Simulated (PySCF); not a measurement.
A GIAO shielding run with PySCF 2.14.0 with density-fitted response routines (density fitting, non-relativistic, gas phase) on SMILES CSC1=CC(=O)[C@]1(C)O[SiH3], C$_{6}$H$_{10}$O$_{2}$SSi:

```
$ OMP_NUM_THREADS=1 python probes_run.py task.json out

{"job": {"kind": "nmr", "xc": "PBE0", "basis": "pcSseg-1"}, "charge": 0, "multiplicity": 1}
C      2.518549     0.053528     1.103524
S      2.584980    -0.556536    -0.611759
C      0.927783    -0.645459    -0.995077
C      0.243619    -0.952401    -2.133206
C     -1.027584    -0.563800    -1.560812
O     -2.152575    -0.349013    -1.928031
C     -0.333432    -0.315892    -0.189804
C     -0.713897    -1.321894     0.887263
O     -0.397680     0.984096     0.290536
Si    -1.619715     2.057029     0.130878
H      3.481857     0.508645     1.309062
H      2.350684    -0.781664     1.776495
H      1.724034     0.787698     1.182402
H      0.546048    -1.304779    -3.100329
H     -1.780274    -1.230810     1.082268
H     -0.175193    -1.116070     1.809754
H     -0.498133    -2.334164     0.554156
H     -1.029664     3.093521     0.970222
H     -2.863193     1.516992     0.673786
H     -1.791364     2.481652    -1.254365
```

Hardware: 1 thread of an Arm Neoverse V1, shared host. The job also computes population analyses, field gradients, ring-centre shieldings.

**Question.** How large is the calculation?

**Answer.** 92 electrons, 234 basis functions and 1258 auxiliary functions.

**Question.** How long does it take, and how much memory does it need?

**Answer.** 78 s of wall time, with 15 SCF cycles and 5 response iterations; peak memory 1.1 GiB. Times on a shared host scatter by some tens of per cent.
